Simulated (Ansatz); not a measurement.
C4H7Br can be A, `CC(C)=CBr`, or B, `C[C@H]1C[C@@H]1Br`.

Computed with Ansatz on PBE0-D4/def2-TZVP structures; ΔE is electronic, products minus reactants. CBS: MP2 limit from def2 TZ/QZ plus the TZ coupled-cluster correction, frozen cores. DFT in def2-TZVPP. B3LYP here is the variant with VWN-RPA as its local correlation; programs differ in this. For Br outer-core shells are correlated without core-valence functions, which leaves a few kJ/mol of doubt a bond. Scalar relativity is left out up to krypton.

Which isomer does CCSD(T)/CBS put lower? Give the gap. (Best estimate.)

Computed: A, by 10.0 kcal/mol.

Give E(B) − E(A) in kcal/mol with MP2/def2-TZVPP, PBE0-D4, B3LYP, CCSD(T)/def2-TZVPP, PBE-D4, B3LYP-D4, r2SCAN-D4. (An estimate is asked.)

Computed: MP2/def2-TZVPP 8.0, PBE0-D4 7.2, B3LYP 11.5, CCSD(T)/def2-TZVPP 9.8, PBE-D4 9.1, B3LYP-D4 11.8, r2SCAN-D4 9.1. None reverses the order clearly.

Largest T1 diagnostic: 0.009.

From PBE to PBE0 (25 % exact exchange), in def2-TZVPP and without D4, E(B) − E(A) moves by −1.9 kcal/mol.
